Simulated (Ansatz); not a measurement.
Reaction (formal exchange of groups at a Ge–Si bond): `[SiH3][GeH]1[CH2][SiH2]1` + `[F][ZnH]` → `[F][Zn][GeH]1[CH2][SiH2]1` + SiH₄

Program: Ansatz. Geometries: PBE0-D4/def2-TZVP. ΔE: electronic, gas phase. CBS: MP2 limit from def2 TZ/QZ plus the TZ coupled-cluster correction, frozen cores. This one scheme is used for every species. DFT in def2-TZVPP. B3LYP here is the variant with VWN-RPA as its local correlation; programs differ in this. HSE06 is defined as in plane-wave codes. For Ge, Zn outer-core shells are correlated without core-valence functions, which leaves a few kJ/mol of doubt a bond. Scalar relativity is left out up to krypton. Each species was taken in one conformer, which may not be the lowest.

| level | ΔE (kcal/mol) |
| --- | --- |
| PBE-D4 | -7.7 |
| B3LYP-D4 | -9.1 |
| HSE06-D4 | -8.1 |
| BHLYP-D4 | -9.7 |
| CAM-B3LYP-D4 | -8.9 |
| RPA@PBE/def2-TZVPP | -7.9 |
| CCSD/def2-SVP | -12.2 |
| HF/def2-QZVPP | -11.7 |

(1) What does CCSD(T)/CBS give? (Estimate.)

Largest T1 diagnostic among the species: 0.018.

## Answers

(1) The calculation gave: -10.1 kcal/mol. The listed levels differ from it by 2.4, 1.0, 2.0, 0.4, 1.2, 2.2, -2.1, -1.6 kcal/mol.

The D4 term adds +1.2 kcal/mol with B3LYP and +0.7 kcal/mol with PBE0; it sums over pairs of atoms, weighted by their polarisabilities, and B3LYP, whose exchange is more repulsive, gets the larger term. Leaving LDA and LC-ωPBE aside and taking each functional with its dispersion term where it has one, the values, not all of them listed here, spread over 3.6 kcal/mol, from B2PLYP to B97M-V. LDA lies +1.4 kcal/mol from PBE without D4.

CCSD(T)/CBS has its own doubt, a few kJ/mol and more with outer-core shells, so smaller differences from it don't rank the levels.
